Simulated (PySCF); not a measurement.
# W: excitation energy

W [Xe] 4f14 5d4 6s2 (5D) → W [Xe] 4f14 5d5 6s1 (7S), as a difference of total energies. Calculation: PySCF 2.14, in aug-cc-pVTZ-PP with ECP60MDF; a scalar-relativistic core potential. Correlated levels: valence: 5s2 5p6 frozen. The calculations carry no spin-orbit coupling.

Problem. Order these methods by the excitation energy they give, lowest first.
A. CCSD (valence)
B. MP2 (valence)
C. UHF
D. SCS-MP2 (valence)

Solution. C (-1.148 eV), B (-0.541 eV), A (-0.442 eV), D (0.229 eV).

Errors of the correlated levels include the incompleteness of this basis and the frozen core.

For comparison: -0.187 eV (measured; NIST levels, between the centres of gravity of the two terms).
